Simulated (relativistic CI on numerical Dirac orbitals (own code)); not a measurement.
**Energy levels of Zr³⁰⁺**

These numbers are calculated, not measured: Dirac-Coulomb-Breit CI, KLI orbitals optimised for each configuration, model QED, unscaled Slater integrals (own radial code, finite nucleus).

Configurations in the expansion (outside the closed core 1s2): 2s²2p⁶, 2s²2p⁵3s, 2s²2p⁵3p, 2s²2p⁵3d, 2s2p⁶3s, 2s2p⁶3p, 2s2p⁶3d, 2s²2p⁵4s, 2s²2p⁵4p, 2s²2p⁵4d, 2s²2p⁵4f, 2s2p⁶4s, 2s2p⁶4p, 2s²2p⁴3s², 2s2p⁶4d, 2s2p⁶4f. Levels of other configurations are missing.

```tsv
No.	Configuration	Term	J	E (Ry)	%	Next component (%)	Lifetime (s)	jj configuration (%)
1	2s²2p⁶	¹S	0	0.000	100			closed (100)
2	2s²2p⁵3s	³P°	2	155.749	100		7.00e-08	2p3/2^3 3s (100)
3	2s²2p⁵3s	¹P°	1	156.027	64	36 ³P°	1.11e-13	2p3/2^3 3s (100)
4	2s²2p⁵3p	³S	1	160.163	48	42 ³P	1.01e-10	2p3/2^3 3p1/2 (95)
5	2s²2p⁵3p	³D	2	160.379	52	33 ¹D	3.95e-11	2p3/2^3 3p1/2 (100)
6	2s²2p⁵3p	³D	3	161.841	100		3.64e-11	2p3/2^3 3p3/2 (100)
7	2s²2p⁵3p	¹P	1	161.862	58	25 ³S	4.24e-11	2p3/2^3 3p3/2 (95)
8	2s²2p⁵3s	³P°	0	162.223	100		1.18e-07	2p1/2 2p3/2^4 3s (100)
9	2s²2p⁵3p	³P	2	162.250	67	33 ¹D	2.14e-11	2p3/2^3 3p3/2 (100)
10	2s²2p⁵3s	³P°	1	162.358	64	36 ¹P°	1.60e-13	2p1/2 2p3/2^4 3s (100)
11	2s²2p⁵3p	³P	0	163.757	64	36 ¹S	1.74e-11	2p3/2^3 3p3/2 (91)
12	2s²2p⁵3p	³D	1	166.737	72	25 ¹P	9.64e-11	2p1/2 2p3/2^4 3p1/2 (100)
13	2s²2p⁵3d	³P°	0	167.217	100		2.94e-11	2p3/2^3 3d3/2 (100)
14	2s²2p⁵3d	³P°	1	167.440	82	18 ³D°	4.14e-12	2p3/2^3 3d3/2 (84)
15	2s²2p⁵3d	³F°	3	167.735	57	35 ¹F°	2.60e-11	2p3/2^3 3d3/2 (100)
16	2s²2p⁵3d	³D°	2	167.845	52	41 ³P°	2.79e-11	2p3/2^3 3d3/2 (68)
17	2s²2p⁵3d	³F°	4	167.879	100		4.32e-11	2p3/2^3 3d5/2 (100)
18	2s²2p⁵3d	¹D°	2	168.123	62	18 ³F°	3.31e-11	2p3/2^3 3d5/2 (68)
19	2s²2p⁵3p	³P	1	168.382	54	23 ³S	3.37e-11	2p1/2 2p3/2^4 3p3/2 (99)
20	2s²2p⁵3d	³D°	3	168.421	69	30 ¹F°	3.78e-11	2p3/2^3 3d5/2 (100)
21	2s²2p⁵3p	³D	2	168.501	48	35 ¹D	2.24e-11	2p1/2 2p3/2^4 3p3/2 (100)
22	2s²2p⁵3p	¹S	0	168.543	64	36 ³P	1.87e-11	2p1/2 2p3/2^4 3p1/2 (91)
23	2s²2p⁵3d	¹P°	1	169.447	50	42 ³D°	7.21e-15	2p3/2^3 3d5/2 (82)
24	2s²2p⁵3d	³F°	2	174.161	72	23 ¹D°	2.55e-11	2p1/2 2p3/2^4 3d3/2 (100)
25	2s²2p⁵3d	³P°	2	174.518	41	40 ³D°	3.92e-11	2p1/2 2p3/2^4 3d5/2 (99)
26	2s²2p⁵3d	³F°	3	174.655	41	35 ¹F°	4.02e-11	2p1/2 2p3/2^4 3d5/2 (100)
27	2s²2p⁵3d	¹P°	1	175.179	49	40 ³D°	6.83e-15	2p1/2 2p3/2^4 3d3/2 (97)
28	2s2p⁶3s	³S	1	177.857	99	1 2s²2p⁵3p ³S	1.94e-12	2s 3s (99)
29	2s2p⁶3s	¹S	0	178.756	100		2.61e-12	2s 3s (100)
30	2s2p⁶3p	³P°	0	182.369	100		2.10e-12	2s 3p1/2 (100)
31	2s2p⁶3p	³P°	1	182.458	74	25 ¹P°	1.01e-13	2s 3p1/2 (99)
32	2s2p⁶3p	³P°	2	183.993	99		2.01e-12	2s 3p3/2 (99)
33	2s2p⁶3p	¹P°	1	184.216	74	25 ³P°	3.43e-14	2s 3p3/2 (99)
34	2s2p⁶3d	³D	1	189.581	100		2.34e-12	2s 3d3/2 (100)
35	2s2p⁶3d	³D	2	189.673	96	4 ¹D	2.20e-12	2s 3d3/2 (78)
36	2s2p⁶3d	³D	3	189.911	100		2.24e-12	2s 3d5/2 (100)
37	2s2p⁶3d	¹D	2	190.596	96	4 ³D	1.47e-12	2s 3d5/2 (78)
38	2s²2p⁵4s	³P°	2	211.724	100		3.15e-13	2p3/2^3 4s (100)
39	2s²2p⁵4s	¹P°	1	211.817	66	34 ³P°	1.60e-13	2p3/2^3 4s (100)
40	2s²2p⁵4p	³P	1	213.558	46	43 ³S	2.74e-13	2p3/2^3 4p1/2 (97)
41	2s²2p⁵4p	³D	2	213.618	51	33 ¹D	2.70e-13	2p3/2^3 4p1/2 (100)
42	2s²2p⁵4p	³D	3	214.216	100		3.06e-13	2p3/2^3 4p3/2 (100)
43	2s²2p⁵4p	¹P	1	214.233	61	26 ³S	2.95e-13	2p3/2^3 4p3/2 (97)
44	2s²2p⁵4p	³P	2	214.364	67	33 ¹D	3.10e-13	2p3/2^3 4p3/2 (100)
45	2s²2p⁵4p	¹S	0	214.998	58	42 ³P	3.25e-13	2p3/2^3 4p3/2 (99)
```

Energies count from the lowest computed level; ° marks odd parity; lifetimes are radiative, by E1, M1, E2, M2 decay to levels of this space only. Filled j subshells are mostly left out of the jj labels.

The mean weight of the leading LS term, summed over parents, in these 45 levels is 74 %, and that of the leading jj configuration (from the same eigenvectors) 96 %, so jj coupling describes them better and the LS labels are nominal.

At this charge energies of transitions that change n are usually good to better than 1 %, and those within a shell (Δn = 0) to a few per cent.

LS names give the leading component of a level, which can be under half, so a name can repeat, a term be missing and a line seem to break the LS rules.
